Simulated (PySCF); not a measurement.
Two-photon absorption: SMILES C1(B(C)C)=C(F)C1=O, C$_{5}$H$_{6}$BFO

Cartesian coordinates in Å; atom numbers follow the order of the lines, from 1:
```xyz
14

C    -1.110    1.377   -0.511
B    -0.466    0.050    0.015
C    -1.311   -1.224    0.354
C     1.071   -0.027    0.155
C     2.263    0.121    0.747
F     2.782    0.557    1.865
C     2.335   -0.438   -0.528
O     2.840   -0.909   -1.503
H    -0.451    1.993   -1.140
H    -2.075    1.220   -1.015
H    -1.326    1.975    0.397
H    -1.297   -1.838   -0.569
H    -0.891   -1.856    1.149
H    -2.367   -1.002    0.566
```

Computed with TDDFT CAM-B3LYP/aug-cc-pVDZ excited states, vertical, gas phase (PySCF 2.14.0). Geometry: PBE0-D3(BJ)/def2-SVP.

**Question.** Give the one- and two-photon strengths of the lowest singlets.

**Answer.** δ for parallel linear polarisation; σ at the peak of a Lorentzian of half width 0.1 eV, single beam; Ω is circular over linear.
| state | E (eV) | f | photon λ (nm) | δ (au) | σ (GM) | Ω | main |
| --- | --- | --- | --- | --- | --- | --- | --- |
| S1 | 5.05 | 0.002 | 491 | 9.12 | 0.09 | 0.78 | HOMO→LUMO+2 0.62, HOMO→LUMO+5 0.21 |
| S2 | 5.32 | 0.045 | 466 | 260 | 2.70 | 0.77 | HOMO→LUMO 0.85 |
| S3 | 5.86 | 0.002 | 423 | 0.76 | 0.01 | 1.50 | HOMO−1→LUMO 0.89 |
| S4 | 6.17 | 0.009 | 402 | 101 | 1.41 | 0.20 | HOMO→LUMO+1 0.52, HOMO→LUMO+3 0.27 |
| S5 | 6.27 | 0.000 | 395 | 1.57 | 0.02 | 0.79 | HOMO→LUMO+13 0.41, HOMO→LUMO+11 0.24 |
| S6 | 6.89 | 0.161 | 360 | 12.7 | 0.22 | 0.21 | HOMO−1→LUMO+2 0.59, HOMO−1→LUMO+5 0.14 |

Among these, the strongest one-photon state is S6, the strongest two-photon state S2, with a dipole change of 6.2 D (relaxed, norm of the difference vector).
